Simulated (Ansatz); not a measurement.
Consider the atomization: `[CH2]1O[SiH2][SiH2][AlH]1` → Al• + C• + 7 H• + O• + 2 Si•.

Gas-phase electronic energies from Ansatz, PBE0-D4/def2-TZVP geometries. CCSD(T)/CBS adds triple-zeta CCSD(T) − MP2 to the extrapolated MP2 energy (def2 sets, frozen cores). This one scheme is used for every species, atoms too. For atomizations the MP2-based limit and the directly extrapolated one differ by several kJ/mol either way, and by 10 to 25 for some Ge, Se and Sn compounds, so smaller differences from it don't rank the levels. Functionals use def2-TZVPP. No spin–orbit coupling; open shells (•) take unrestricted orbitals. Spin–orbit coupling would lower the free atoms: a little for Al, C, O, Si.

```json
{"level": "r2SCAN0-D4", "ΔE (kcal/mol)": "922.1"}
{"level": "LC-ωPBE", "ΔE (kcal/mol)": "925.2"}
```

(1) What does CCSD(T)/CBS give? (Best estimate.)

(2) What do rigid-rotor, harmonic-oscillator terms from PBE0-D4/def2-TZVP frequencies (298.15 K, 1 bar) make of the CCSD(T)/CBS value? (An estimate is asked.)

Largest T1 diagnostic among the species: 0.018.

Results:

(1) Ansatz gave: +932.3 kcal/mol. The listed levels differ from it by -10.2, -7.1 kcal/mol.

(2) Ansatz gave: ΔZPE = -45.2 kcal/mol, ΔH = +899.2 kcal/mol, ΔS = 1262 J/(mol·K), ΔG = +809.3 kcal/mol. Open shells count their whole term as degenerate.

Leaving LDA and LC-ωPBE aside and taking each functional with its dispersion term where it has one, the values, not all of them listed here, spread over 30.4 kcal/mol, from BHLYP-D4 to B97M-V. LDA lies +123.4 kcal/mol from PBE without D4, its usual overbinding. In def2-TZVPP, CCSD(T) changes the Hartree–Fock value by +224.5 kcal/mol (the triples alone add +12.8 kcal/mol) and MP2 by +230.4 kcal/mol; breaking electron pairs costs correlation energy, which Hartree–Fock lacks. From r2SCAN to r2SCAN0 (25 % exact exchange), in def2-TZVPP and without D4, ΔE moves by −12.7 kcal/mol: exact exchange takes away binding that semilocal exchange gives to molecules.
